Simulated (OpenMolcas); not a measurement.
Mn2+.

```yaml
Program: OpenMolcas
Method: CASSCF
Basis: ANO-RCC-VTZP [6s5p3d2f1g]
Scalar_Hamiltonian: DKH2, point nucleus
Active_space: 5 electrons in 6 orbitals (3d 4s)
State_averaging: 2S+1 = 6 even, 6 roots; 2S+1 = 4 even, 59 roots kept (CI in the orbitals of an earlier block); 2S+1 = 2 even, 97 roots kept (CI in the orbitals of an earlier block)
Spin-orbit_coupling: state interaction with AMFI integrals over the reference wave functions, term energies averaged over their components
```

Levels without dynamic correlation, in cm⁻¹ above 3d⁵ ⁶S_5/2:

| Level | E |
| --- | --- |
| 3d⁵ ⁴P_5/2 | 39384 |
| 3d⁵ ⁴G_5/2 | 34220 |
| 3d⁵ ⁴D_7/2 | 42603 |
| 3d⁵ ²I_11/2 | 48778 |

On this reference, MS-CASPT2, IPEA 0.25 Eh, imaginary shift 0.1 Eh (closed shells correlated: 3s 3p) puts 3d⁵ ⁴P_5/2 at 29740 cm⁻¹.

Question: Estimate the other levels at that method by one scale factor, and say how well it serves.

Answer: The factor is 29740 / 39384 = 0.755. Scaled values beside those that MS-CASPT2 gives and measured ones (Corliss and Sugar, J. Phys. Chem. Ref. Data 6, 1253 (1977)):
| Level | Scaled | MS-CASPT2 | Miss (%) | Measured |
| --- | --- | --- | --- | --- |
| 3d⁵ ⁴G_5/2 | 25836 | 27260 | -5.2 |  |
| 3d⁵ ⁴D_7/2 | 32165 | 32480 | -1.0 | 32307 |
| 3d⁵ ²I_11/2 | 36827 | 40240 | -8.5 | 39174 |
For these levels the scaled values miss MS-CASPT2 by up to 8.5 %, as correlation changes each term by its own factor, spin-orbit parts do not scale and CASPT2 has its own spread within terms. This holds within one configuration; levels of others move differently, and the target method has errors of its own against measurement.

CASPT2 breaks the degeneracy within a term, and the mean is taken; among the terms shown or strongly mixed into the levels shown the widest spread is 330 cm-1 (3d⁵ ⁴G, MS-CASPT2). Over all roots computed the reference weight is 0.87 to 0.95 in MS-CASPT2; the roots of lowest weight are the least certain, and an intruder state may touch them. Terms from blocks run as CI alone lack orbitals of their own. Without dynamic correlation excited terms often stand tens of per cent too high (terms of higher spin than the ground term too low), and those without a measured partner can miss by more than the paired ones (holds for CASSCF). Blocks of more than 70 roots (2S+1 = 2 even) ran without multistate coupling (holds for MS-CASPT2). Computed and measured levels are paired by configuration, term and J; levels that our copy of the source lacks, or whose pairing is in doubt (as where it misses far off the trend of its configuration), stay unpaired and out of the deviations. Only configurations of the active space appear.
